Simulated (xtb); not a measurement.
O, triplet; xtb 6.7.1 with GFN2-xTB.

xtb was given this input:
```
$ xtb mol.xyz --gfn 2 --uhf 2 --ohess --json

# file mol.xyz
1

O      0.00000000     0.00000000     0.00000000
```

### Question
Predict the main parts of the log of this xtb run.

### Answer

```
   ID    Z sym.   atoms
    1    8 O      1

           -------------------------------------------------
          |                Calculation Setup                |
           -------------------------------------------------

           -------------------------------------------------
          |                 G F N 2 - x T B                 |
           -------------------------------------------------

          ...................................................
          :                      SETUP                      :
          :.................................................:
          :  # basis functions                   4          :
          :  # atomic orbitals                   4          :
          :  # shells                            2          :
          :  # electrons                         6          :
          :  max. iterations                   250          :
          :  Hamiltonian                  GFN2-xTB          :
          :  restarted?                      false          :
          :  GBSA solvation                  false          :
          :  PC potential                    false          :
          :  electronic temp.          300.0000000     K    :
          :  accuracy                    1.0000000          :
          :  -> integral cutoff          0.2500000E+02      :
          :  -> integral neglect         0.1000000E-07      :
          :  -> SCF convergence          0.1000000E-05 Eh   :
          :  -> wf. convergence          0.1000000E-03 e    :
          :  Broyden damping             0.4000000          :
          :  net charge                          0          :
          :  unpaired electrons                  2          :
          ...................................................

 iter      E             dE          RMSdq      gap      omega  full diag
   1     -3.7676070 -0.376761E+01  0.724E-14    0.00       0.0  T
   2     -3.7676070  0.000000E+00  0.579E-14    0.00       0.0  T
   3     -3.7676070  0.000000E+00  0.446E-14    0.00       0.0  T

   *** convergence criteria satisfied after 3 iterations ***

 transition dipole moment (au) for excitation:           3           4
     X       Y       Z
   0.0000   0.0000   0.0000  total (au/Debye):    0.000   0.000
 dE (eV)             :    0.000
 oscillator strength :  0.00000E+00

         :::::::::::::::::::::::::::::::::::::::::::::::::::::
         ::                     SUMMARY                     ::
[...]
         :: total energy              -3.767606950376 Eh    ::
         :: total energy              -3.767606950376 Eh    ::
[...]
          :  rotational number                       1      :
          :  scaling factor                  1.0000000      :
          :  rotor cutoff                   50.0000000 cm⁻¹ :
          :  imag. cutoff                  -20.0000000 cm⁻¹ :
          :.................................................:

    mode    ω/cm⁻¹     T·S(HO)/kcal·mol⁻¹    T·S(FR)/kcal·mol⁻¹   T·S(vib)
   ------------------------------------------------------------------------
   ------------------------------------------------------------------------

   temp. (K)  partition function   enthalpy   heat capacity  entropy
                                   cal/mol     cal/K/mol   cal/K/mol   J/K/mol
 298.15  VIB   1.00                    0.000      0.000      0.000
         ROT   1.00                    0.000      0.000      0.000
         INT   1.00                    0.000      0.000      0.000
         TR   0.619E+26             1481.254      4.968     34.240
         TOT                        1481.2539     4.9681    34.2398   143.2594

       T/K    H(0)-H(T)+PV         H(T)/Eh          T*S/Eh         G(T)/Eh
   ------------------------------------------------------------------------
    298.15    0.236053E-02    0.236053E-02    0.162684E-01   -0.139079E-01
   ------------------------------------------------------------------------

         :::::::::::::::::::::::::::::::::::::::::::::::::::::
         ::                  THERMODYNAMIC                  ::
         :::::::::::::::::::::::::::::::::::::::::::::::::::::
         :: total free energy          -3.781514866092 Eh   ::
         ::.................................................::
         :: total energy               -3.767606950376 Eh   ::
         :: zero point energy           0.000000000000 Eh   ::
         :: G(RRHO) w/o ZPVE           -0.013907915717 Eh   ::
         :: G(RRHO) contrib.           -0.013907915717 Eh   ::
         :::::::::::::::::::::::::::::::::::::::::::::::::::::

optimized geometry written to: xtbopt.xyz

           -------------------------------------------------
          | TOTAL ENERGY               -3.767606950376 Eh   |
          | TOTAL ENTHALPY             -3.765246421996 Eh   |
          | TOTAL FREE ENERGY          -3.781514866092 Eh   |
          | GRADIENT NORM               0.000000000000 Eh/α |
          | HOMO-LUMO GAP              15.503117000000 eV   |
           -------------------------------------------------

normal termination of xtb
```
